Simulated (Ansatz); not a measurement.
## Molecular dynamics of ClGaH$_{5}$N

input.yaml

```yaml
crystal:
  periodic: [false, false, false]
  atoms:
    - { symbol: Ga, position_ang: [0.094442, -0.439685, -0.204513] }
    - { symbol: Cl, position_ang: [-0.260576, 0.074976, 2.618261] }
    - { symbol: H, position_ang: [1.498789, 0.178481, -0.492558] }
    - { symbol: H, position_ang: [-1.28684, -0.033057, -0.807718] }
    - { symbol: "N", position_ang: [0.112383, -2.084068, 0.771599] }
    - { symbol: H, position_ang: [-0.648061, -2.729453, 0.639138] }
    - { symbol: H, position_ang: [0.971628, -2.606063, 0.811703] }
    - { symbol: H, position_ang: [-0.092963, -1.177431, 2.008687] }
basis:
  gaussian: { orbitals: def2-SVP }
hamiltonian:
  xc: hf
md:
  timestep: 0.5
  n_steps: 200
  ensemble: nve
  temperature: 300.0
  initial_velocities: maxwell_boltzmann
  seed: 5001
```

Command:

```bash
$ ansatz run input.yaml --threads 1 --pin off --max-ram 2048MiB --backend cpu --events-out ev --progress --plain --runs-dir out
```

It starts at the highest image of a converged band, a first-order saddle point between two minima.

Output, in part (one step line in 7, the closing report, with atoms numbered from 0):

```
md step     0: t =     0.00 fs  T =   300.0 K  F+E_penalty+E_count = -66387.09521344 eV  E_kin = 0.232668 eV  conserved = -66386.86254544 eV  (36 SCF iters)
md step     7: t =     3.50 fs  T =   142.4 K  F+E_penalty+E_count = -66386.97205715 eV  E_kin = 0.110408 eV  conserved = -66386.86164916 eV  (26 SCF iters)
md step    14: t =     7.00 fs  T =   158.3 K  F+E_penalty+E_count = -66386.98501415 eV  E_kin = 0.122770 eV  conserved = -66386.86224397 eV  (26 SCF iters)
md step    21: t =    10.50 fs  T =   116.0 K  F+E_penalty+E_count = -66386.95173099 eV  E_kin = 0.089983 eV  conserved = -66386.86174824 eV  (27 SCF iters)
md step    28: t =    14.00 fs  T =   283.9 K  F+E_penalty+E_count = -66387.08140397 eV  E_kin = 0.220209 eV  conserved = -66386.86119489 eV  (35 SCF iters)
md step    35: t =    17.50 fs  T =  1070.3 K  F+E_penalty+E_count = -66387.69923924 eV  E_kin = 0.830058 eV  conserved = -66386.86918158 eV  (32 SCF iters)
md step    42: t =    21.00 fs  T =   967.7 K  F+E_penalty+E_count = -66387.62472635 eV  E_kin = 0.750515 eV  conserved = -66386.87421151 eV  (34 SCF iters)
md step    49: t =    24.50 fs  T =   425.6 K  F+E_penalty+E_count = -66387.19028989 eV  E_kin = 0.330065 eV  conserved = -66386.86022464 eV  (35 SCF iters)
md step    56: t =    28.00 fs  T =  1292.2 K  F+E_penalty+E_count = -66387.87204690 eV  E_kin = 1.002187 eV  conserved = -66386.86985998 eV  (34 SCF iters)
md step    63: t =    31.50 fs  T =  1186.4 K  F+E_penalty+E_count = -66387.79407513 eV  E_kin = 0.920101 eV  conserved = -66386.87397450 eV  (34 SCF iters)
md step    70: t =    35.00 fs  T =   655.6 K  F+E_penalty+E_count = -66387.36881582 eV  E_kin = 0.508458 eV  conserved = -66386.86035782 eV  (35 SCF iters)
md step    77: t =    38.50 fs  T =  1603.1 K  F+E_penalty+E_count = -66388.11241225 eV  E_kin = 1.243300 eV  conserved = -66386.86911233 eV  (34 SCF iters)
md step    84: t =    42.00 fs  T =  1464.1 K  F+E_penalty+E_count = -66388.01036668 eV  E_kin = 1.135516 eV  conserved = -66386.87485112 eV  (34 SCF iters)
md step    91: t =    45.50 fs  T =   987.7 K  F+E_penalty+E_count = -66387.62519121 eV  E_kin = 0.766014 eV  conserved = -66386.85917684 eV  (27 SCF iters)
md step    98: t =    49.00 fs  T =  1980.7 K  F+E_penalty+E_count = -66388.41507228 eV  E_kin = 1.536160 eV  conserved = -66386.87891178 eV  (32 SCF iters)
md step   105: t =    52.50 fs  T =  2049.7 K  F+E_penalty+E_count = -66388.46281066 eV  E_kin = 1.589643 eV  conserved = -66386.87316764 eV  (33 SCF iters)
md step   112: t =    56.00 fs  T =  1608.5 K  F+E_penalty+E_count = -66388.10727016 eV  E_kin = 1.247518 eV  conserved = -66386.85975247 eV  (34 SCF iters)
md step   119: t =    59.50 fs  T =  1763.1 K  F+E_penalty+E_count = -66388.22411483 eV  E_kin = 1.367401 eV  conserved = -66386.85671342 eV  (32 SCF iters)
md step   126: t =    63.00 fs  T =  2108.3 K  F+E_penalty+E_count = -66388.49906025 eV  E_kin = 1.635097 eV  conserved = -66386.86396281 eV  (32 SCF iters)
md step   133: t =    66.50 fs  T =  2273.2 K  F+E_penalty+E_count = -66388.62913324 eV  E_kin = 1.762978 eV  conserved = -66386.86615552 eV  (33 SCF iters)
md step   140: t =    70.00 fs  T =  1822.2 K  F+E_penalty+E_count = -66388.28041074 eV  E_kin = 1.413216 eV  conserved = -66386.86719501 eV  (32 SCF iters)
md step   147: t =    73.50 fs  T =   998.0 K  F+E_penalty+E_count = -66387.63360581 eV  E_kin = 0.774034 eV  conserved = -66386.85957194 eV  (32 SCF iters)
md step   154: t =    77.00 fs  T =  1480.5 K  F+E_penalty+E_count = -66388.02497139 eV  E_kin = 1.148222 eV  conserved = -66386.87674924 eV  (22 SCF iters)
md step   161: t =    80.50 fs  T =  1381.3 K  F+E_penalty+E_count = -66387.94420573 eV  E_kin = 1.071253 eV  conserved = -66386.87295225 eV  (22 SCF iters)
md step   168: t =    84.00 fs  T =   942.4 K  F+E_penalty+E_count = -66387.59005111 eV  E_kin = 0.730917 eV  conserved = -66386.85913379 eV  (23 SCF iters)
md step   175: t =    87.50 fs  T =  1458.4 K  F+E_penalty+E_count = -66387.98666353 eV  E_kin = 1.131042 eV  conserved = -66386.85562105 eV  (22 SCF iters)
md step   182: t =    91.00 fs  T =  1841.1 K  F+E_penalty+E_count = -66388.29171576 eV  E_kin = 1.427895 eV  conserved = -66386.86382077 eV  (23 SCF iters)
md step   189: t =    94.50 fs  T =  2393.6 K  F+E_penalty+E_count = -66388.72476666 eV  E_kin = 1.856399 eV  conserved = -66386.86836741 eV  (22 SCF iters)
md step   196: t =    98.00 fs  T =  2162.5 K  F+E_penalty+E_count = -66388.54549977 eV  E_kin = 1.677162 eV  conserved = -66386.86833790 eV  (22 SCF iters)
md step   200: t =   100.00 fs  T =  1896.0 K  F+E_penalty+E_count = -66388.33542108 eV  E_kin = 1.470488 eV  conserved = -66386.86493348 eV  (32 SCF iters)
Total energy: -66388.33542108 eV, -2439.7263270948 hartree
Atom 0 at     0.059401    -0.449507     0.110488 Å, force    -0.726195     0.170216     1.640143 eV/Å
Atom 1 at    -0.241170     0.457289     2.236275 Å, force     0.122784    -0.716385    -1.113524 eV/Å
Atom 2 at     1.445965    -0.222775    -0.404110 Å, force     1.246993     0.168544    -0.414933 eV/Å
Atom 3 at    -1.221831    -0.392703    -0.754370 Å, force    -0.403515    -0.132567    -0.104501 eV/Å
Atom 4 at     0.228393    -2.726525     0.339014 Å, force    -3.273977    -2.594078     2.473311 eV/Å
Atom 5 at    -0.505459    -3.094746    -0.261975 Å, force     0.549130     0.652612    -0.981548 eV/Å
Atom 6 at     1.076247    -3.195163     0.048480 Å, force    -0.007336     0.130016     0.316718 eV/Å
Atom 7 at    -0.223134    -3.300699     1.187754 Å, force     2.492116     2.321643    -1.815665 eV/Å
Dipole moment:     0.077934    -1.431996    -0.541483 e Å
```

The run went to its last step. The conserved energy stayed within 2.1 meV per atom of its start (net change -0.3 meV per atom), so the integration is sound. The kinetic energy rose, since the run started high on the potential surface and went downhill. A run of 0.1 ps of so small a system gives no equilibrium averages. The orbitals stay closed-shell, which can raise the energy where a bond breaks towards radicals; this wasn't checked here.

Between its relaxed ends the band would form Cl2–H8 and break Ga1–Cl2, N5–H8. These pairs go: Cl2–H8 1.40 → 3.90 Å, Ga1–Cl2 2.89 → 2.33 Å, N5–H8 1.55 → 1.12 Å. In the last frame they stand as before the step (other bonds may differ from the relaxed reactants and products). It ends as one piece, ClGaH5N. Pairs count as bonded within 1.25 times the sum of covalent radii (0.12 Å more for H–H).

Last frame:

```xyz
8
Properties=species:S:1:pos:R:3
Ga 0.059 -0.450 0.111
Cl -0.241 0.457 2.236
H 1.446 -0.223 -0.404
H -1.222 -0.393 -0.754
N 0.228 -2.727 0.339
H -0.505 -3.095 -0.262
H 1.076 -3.195 0.049
H -0.223 -3.301 1.188
```

Time of the run: 6.2 min on 1 thread of Arm Neoverse V1 (shared host), peak memory 0.17 GiB.
